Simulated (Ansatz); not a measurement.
Coupled-cluster diagnostics for Si(PMe2)H3 (C2H9PSi), Ansatz.

Geometry of the singlet (PBE-D4/def2-SVP):

```xyz
13

Si    1.397   -0.305   -1.175
P     0.443   -0.276    0.889
C    -1.128   -1.216    0.478
C    -0.217    1.480    0.858
H    -1.664   -0.823   -0.411
H    -1.808   -1.165    1.352
H    -0.883   -2.283    0.307
H    -0.801    1.723   -0.053
H    -0.867    1.627    1.744
H     0.630    2.190    0.942
H     1.859   -1.704   -1.491
H     2.594    0.610   -1.181
H     0.443    0.143   -2.259
```

Correlated methods freeze 12 core orbitals.

Question: Estimate the CCSD(T) correlation energy, the shares of MP2 and (T), T1 and the reference's ⟨S²⟩ for: charge 0, singlet, own geometry in def2-TZVP; charge 1, doublet, vertical in def2-TZVP; and the rough time on 4 threads of Intel Xeon on a shared host.

Answer: 
```
                          state      basis  correlation (eV)  MP2 share (%)  (T) share (%)     T1  ⟨S²⟩ (pure)  wall time
charge 0, singlet, own geometry  def2-TZVP           -19.405           86.6            3.8  0.012  0.00 (0.00)       36 s
    charge 1, doublet, vertical  def2-TZVP           -18.395           85.8            3.8  0.015  0.76 (0.75)    6.3 min
```
Customary marks for T1 are 0.02 (closed shells), 0.045 (open shells) and about 0.05 (3d metals). T1 stays under 0.02 throughout.
